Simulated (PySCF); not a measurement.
## Potential energy of ErF along the bond

Set-up: PySCF, spin-free X2C with a Gaussian nucleus, basis sets Er x2c-SVPall, F x2c-SVPall. Energies in eV from Er (4f12 6s2) + F in their ground configurations at the same level. All curves are PBE0. state 1: quartet, about 11.4 electrons in the 4f shell (Mulliken), real f orbitals that mix terms; state 2: Ms = 0.5 determinant of mixed spin, about 12.0 electrons in the 4f shell (Mulliken), real f orbitals that mix terms, a second solution, started from another occupation; state 3: sextet, about 11.0 electrons in the 4f shell (Mulliken), real f orbitals that mix terms, a second solution, started from another occupation.

```
R (Å)  state 1  state 2  state 3
1.683   -4.584   -3.792   -3.213
1.761   -5.256   -4.590   -3.900
1.840   -5.618   -5.077   -4.270
1.898   -5.743   -5.286   -4.394
1.957   -5.774   -5.394   -4.421
2.016   -5.734   -5.422   -4.373
2.094   -5.601   -5.367   -4.224
2.192   -5.353   -5.194   -3.948
2.309   -4.988   -4.893   -3.539
2.466   -4.464   -4.414   -2.944
```

Question: Put a parabola through the three lowest points of the state 1 curve and estimate Re, k and ωe (reduced mass 17.05 u; 1 eV/Å² = 0.16022 mdyn/Å; ωe = 1302.8·√(k/μ) cm⁻¹).

Answer: Through R = 1.898, 1.957, 2.016 Å the second-order coefficient is 10.2 eV/Å², so Re ≈ 1.953 Å, k ≈ 3.27 mdyn/Å and ωe ≈ 570 cm⁻¹. A polynomial fit of higher order to the unrounded PBE0 energies gives Re = 1.951 Å, k = 3.37 mdyn/Å, ωe = 579 cm⁻¹; anharmonicity and rounding make the difference.

The higher-order fit for each curve: state 1: Re = 1.951 Å, ωe = 579 cm⁻¹, De = 5.77 eV; state 2: Re = 2.011 Å, ωe = 538 cm⁻¹, minimum 5.42 eV below the ground-state fragments; state 3: Re = 1.946 Å, ωe = 602 cm⁻¹, minimum 4.42 eV below the ground-state fragments.

These are scalar-relativistic numbers at best; spin–orbit coupling would shift them, the dissociation energy most. With d or f electrons several states lie close, and the lowest PBE0 determinant need not be the measured ground state.
